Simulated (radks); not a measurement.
Problem. Species: Al4+. Configuration: [He] 2s2 2p5 (the NIST ground configuration). Calculated with a radial shooting solver on a logarithmic mesh with Libxc functionals: Dirac Kohn-Sham, PBE, spin-unpolarised, spherical densities, finite nucleus; open shells fill j = l - 1/2 first; Fermi nuclear charge, rms radius 3.061 fm. Some entries of the table are withheld. Estimate them.

| orbital | occ. | eigenvalue (eV) | <1/r> (bohr^-1) | r(max) (bohr) |
|---|---|---|---|---|
| 1s1/2 | 2 | -1590.499 | (1) | 0.07834 |
| 2s1/2 | 2 | -176.2926 | (2) | (3) |
| 2p1/2 | 2 | (4) | (5) | (6) |
| 2p3/2 | 3 | (7) | (8) | (9) |

Solution. 
(1) 1s1/2 <1/r> (bohr^-1): 12.64
(2) 2s1/2 <1/r> (bohr^-1): 2.425
(3) 2s1/2 r(max) (bohr): 0.4878
(4) 2p1/2 eigenvalue (eV): -138.9773
(5) 2p1/2 <1/r> (bohr^-1): 2.324
(6) 2p1/2 r(max) (bohr): 0.4148
(7) 2p3/2 eigenvalue (eV): -138.4855
(8) 2p3/2 <1/r> (bohr^-1): 2.314
(9) 2p3/2 r(max) (bohr): 0.4163
